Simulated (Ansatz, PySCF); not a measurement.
This singlet lies 1.95 eV below the relaxed triplet at the level B3LYP/cc-pVTZ // PBE0-D3(BJ)/def2-TZVP (Ansatz, a first-principles code).

Cartesian coordinates (Å):
```xyz
6

C      1.6693    -0.0852     0.4340
C      0.5260    -0.3784     0.1585
Si    -1.1431    -1.0726    -0.3172
O     -2.0753     0.2725    -0.1055
H      2.6732     0.1809     0.6783
H     -1.6501     1.0828     0.1901
```
Charge 0, multiplicity 1.

Problem. What is the computed total energy, HOMO and LUMO (PySCF with PBE0-D3(BJ)/def2-TZVP)?

Solution. 
```yaml
total_energy: -441.8471 Ha
HOMO: -7.06 eV
LUMO: -2.25 eV
```
